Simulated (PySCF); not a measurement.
# Unknowns

All values are calculated (PySCF): structure optimised with GFN2-xTB, σ from GIAO-PBE0/pcSseg-1. One averaged value for each set of equivalent atoms, non-relativistic Hamiltonian, a single conformation, no solvent.

Shifts are taken against calculated references (same method and geometry level): $^{1}$H (31.72 ppm), $^{13}$C (186.93 ppm) vs TMS. Splittings of carbon signals by F and P are missing where no couplings were computed. Where no couplings were computed, multiplicities follow the n + 1 count of equivalent neighbours, and m marks all less simple cases (inequivalent or close neighbours, rings, F or P nearby). Shifts are as computed. Against solution values, carbons near 30 ppm lie about +3 ppm off and those near 130 ppm about +5 ppm. Of 1309 compounds with measured shifts, 239 miss one by over three times the rms of a fit or turn the order of signals round; such compounds aren't used in these exercises.

(1) C7H15NSi. $^{1}$H NMR (600 MHz, computed): δ 4.22 (m, 1H), 4.12 (m, 1H), 3.02 (m, 1H), 2.30 (s, 6H), 2.07 (s, 3H), 0.16 (m, 3H). $^{13}$C{$^{1}$H} NMR (computed): δ 91.0 (C), 79.8 (C), 46.9 (CH), 44.7 (CH3), 4.9 (CH3), -8.6 (CH3). Give a structure.

(2) C9H13F. $^{1}$H NMR (300 MHz, computed): δ 5.89 (m, 1H), 5.80 (m, 1H), 5.54 (m, 1H), 2.07 (s, 3H), 1.62 (m, 1H), 1.33 (d, 3H), 1.03 (d, 3H). $^{13}$C{$^{1}$H} NMR (computed): δ 148.4 (CH), 119.9 (CH2), 94.7 (C), 93.9 (C), 84.3 (C), 41.7 (CH), 18.7 (CH3), 17.8 (CH3), 4.7 (CH3). Give a structure.

Results:

(1) `CC#C[C@@H]([SiH2]C)N(C)C`. Rings plus π bonds: 2 (no ring in the answer). 6 carbon signals for 7 carbons: some carbons are equivalent by symmetry or fast rotation. Carbon types of the structure: 2 × C, 1 × CH, 4 × CH3, leaving 2 H on heteroatoms. δC 91.0, 79.8: alkyne carbon; the triple bond shields along its axis, which puts it between sp3 and sp2 carbons. δC 46.9: propargylic sp3 CH bonded to N and Si; the inductive effect lowers its shielding. δC 4.9: propargylic methyl carbon; a saturated carbon with 1 carbon neighbour and no heteroatom attached. δH 2.30: hydrogen on a methyl carbon bonded to N; its carbon carries N, which withdraws density.

This is the structure that produced the data.

(2) SMILES C=C[C@](F)(C#CC)C(C)C. The formula gives 3 degrees of unsaturation (no ring in the answer). 9 carbon signals for 9 carbons: no two carbons are equivalent. Carbon types of the structure: 3 × C, 2 × CH, 1 × CH2, 3 × CH3, which accounts for all hydrogens. δC 148.4: alkene CH; as expected for a trigonal carbon in a double bond. δC 119.9: terminal =CH2 carbon; as expected for a trigonal carbon in a double bond. δC 94.7: allylic fully substituted sp3 carbon bonded to F; the inductive effect lowers its shielding. δC 93.9, 84.3: alkyne carbon; the triple bond shields along its axis, which puts it between sp3 and sp2 carbons.

The shifts were computed for this structure.
